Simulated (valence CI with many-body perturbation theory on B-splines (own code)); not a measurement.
Level structure of Gd LX

Level of theory: configuration interaction combined with many-body perturbation theory (CI+MBPT): three valence electrons over a frozen Dirac-Fock core [He], radial functions for each j: 11 s, 11 p, 10 d, 8 f, 5 g, 2 h, with the one-electron correlation potential Σ1, the two-electron term Σ2, the three-electron term Σ3, Breit, model QED; selected CI, second order for the rest, scaled by the run's own slope (own B-spline code, finite nucleus).

No measured spectrum was set against this ion. As an estimate, large intervals hold to a few tenths of a per cent, small ones and those within an open d or f shell to about a per cent.

Levels 136 to 165 of 165, with energies above the lowest level, (2s^2 2p1/2) J=1/2. "Leading %" is the weight of the configuration and term that name the level; weights of strongly mixed levels are sums over their largest components and can fall short. In the jj column 3d3/2^4 stands for four electrons in 3d with j = 3/2. Lifetimes count E1, E2, E3, M1 and M2 decay at the calculated energies, and are blank where another channel may lead or the interval is too uncertain; long ones can be off by a factor of two.

| No. | Configuration | Term | J | E (× 10³ cm⁻¹) | Leading % | Second component | Lifetime | Leading jj |
| --- | --- | --- | --- | --- | --- | --- | --- | --- |
| 136 | 2s 2p 4p | 4D | 3/2 | 84214 | 41 | 32 % 2s 2p 4p 2D | 7.75 fs | 2s 2p1/2 4p1/2 (99 %) |
| 137 | 2s2 4f | 2F° | 7/2 | 84232 | 98 |  | 5.41 fs | 2s^2 4f7/2 (98 %) |
| 138 | 2s 2p 4p | 4P | 1/2 | 84289 | 43 | 20 % 2s 2p 4p 2S | 10.8 fs | 2s 2p1/2 4p1/2 (99 %) |
| 139 | 2s 2p 4p | 4P | 3/2 | 84770 | 30 | 26 % 2s 2p 4p 4D | 10.3 fs | 2s 2p1/2 4p3/2 (100 %) |
| 140 | 2s 2p 4d | 4F° | 3/2 | 84908 | 59 | 15 % 2s 2p 4d 2D° | 4.55 fs | 2s 2p1/2 4d3/2 (100 %) |
| 141 | 2s 2p 4p | 2P | 1/2 | 84996 | 45 | 18 % 2s 2p 4p 2S | 4.82 fs | 2s 2p1/2 4p3/2 (98 %) |
| 142 | 2s 2p 4p | 4D | 5/2 | 84998 | 43 | 39 % 2s 2p 4p 2D | 24.3 fs | 2s 2p1/2 4p3/2 (99 %) |
| 143 | 2s 2p 4p | 2D | 3/2 | 85006 | 41 | 23 % 2s 2p 4p 2P | 6.60 fs | 2s 2p1/2 4p3/2 (100 %) |
| 144 | 2s 2p 4d | 4F° | 5/2 | 85116 | 57 | 18 % 2s 2p 4d 2F° | 4.93 fs | 2s 2p1/2 4d3/2 (71 %) |
| 145 | 2s 2p 4d | 2F° | 5/2 | 85154 | 35 | 27 % 2s 2p 4d 4P° | 3.12 fs | 2s 2p1/2 4d5/2 (72 %) |
| 146 | 2s 2p 4d | 2P° | 3/2 | 85165 | 26 | 23 % 2s 2p 4d 2D° | 2.41 fs | 2s 2p1/2 4d3/2 (99 %) |
| 147 | 2s 2p 4d | 4D° | 1/2 | 85173 | 54 | 39 % 2s 2p 4d 2P° | 1.84 fs | 2s 2p1/2 4d3/2 (99 %) |
| 148 | 2s 2p 4f | 4G | 5/2 | 85218 | 44 | 19 % 2s 2p 4f 4F | 5.33 fs | 2s 2p1/2 4f5/2 (100 %) |
| 149 | 2s 2p 4f | 4F | 7/2 | 85320 | 26 | 24 % 2s 2p 4f 4D | 5.45 fs | 2s 2p1/2 4f7/2 (100 %) |
| 150 | 2s 2p 4d | 2F° | 7/2 | 85363 | 39 | 37 % 2s 2p 4d 4F° | 2.63 fs | 2s 2p1/2 4d5/2 (100 %) |
| 151 | 2s 2p 4d | 2F° | 5/2 | 85388 | 41 | 24 % 2s 2p 4d 2D° | 2.64 fs | 2s 2p1/2 4d5/2 (99 %) |
| 152 | 2s 2p 4d | 2P° | 3/2 | 85393 | 38 | 32 % 2s 2p 4d 2D° | 2.67 fs | 2s 2p1/2 4d5/2 (98 %) |
| 153 | 2s 2p 4f | 2G | 7/2 | 85446 | 38 | 33 % 2s 2p 4f 4G | 5.35 fs | 2s 2p1/2 4f5/2 (99 %) |
| 154 | 2s 2p 4f | 4F | 3/2 | 85452 | 48 | 39 % 2s 2p 4f 2D | 5.29 fs | 2s 2p1/2 4f5/2 (100 %) |
| 155 | 2s 2p 4f | 4G | 5/2 | 85452 | 31 | 26 % 2s 2p 4f 2F | 5.32 fs | 2s 2p1/2 4f5/2 (100 %) |
| 156 | 2s 2p 4f | 2G | 9/2 | 85547 | 40 | 33 % 2s 2p 4f 4G | 5.46 fs | 2s 2p1/2 4f7/2 (100 %) |
| 157 | 2s 2p 4f | 4D | 7/2 | 85554 | 32 | 30 % 2s 2p 4f 2G | 5.46 fs | 2s 2p1/2 4f7/2 (100 %) |
| 158 | 2s 2p 4f | 2D | 5/2 | 85556 | 39 | 29 % 2s 2p 4f 2F | 5.44 fs | 2s 2p1/2 4f7/2 (99 %) |
| 159 | 2p2 4s | 4P | 1/2 | 85851 | 46 | 29 % 2p2 4s 2S | 12.5 fs | 2p1/2^2 4s (97 %) |
| 160 | 2p2 4p | 2P° | 1/2 | 86038 | 45 | 38 % 2p2 4p 4D° | 5.90 fs | 2p1/2^2 4p1/2 (98 %) |
| 161 | 2p2 4p | 2P° | 3/2 | 86818 | 34 | 19 % 2p2 4p 4D° | 6.31 fs | 2p1/2^2 4p3/2 (98 %) |
| 162 | 2p2 4d | 2D | 3/2 | 86944 | 42 | 32 % 2p2 4d 4F | 7.05 fs | 2p1/2^2 4d3/2 (98 %) |
| 163 | 2p2 4d | 2D | 5/2 | 87189 | 36 | 18 % 2p2 4d 4D | 2.66 fs | 2p1/2^2 4d5/2 (98 %) |
| 164 | 2p2 4f | 2F° | 5/2 | 87242 | 41 | 30 % 2p2 4f 4G° | 5.38 fs | 2p1/2^2 4f5/2 (98 %) |
| 165 | 2p2 4f | 2F° | 7/2 | 87345 | 36 | 17 % 2p2 4f 2G° | 5.50 fs | 2p1/2^2 4f7/2 (98 %) |
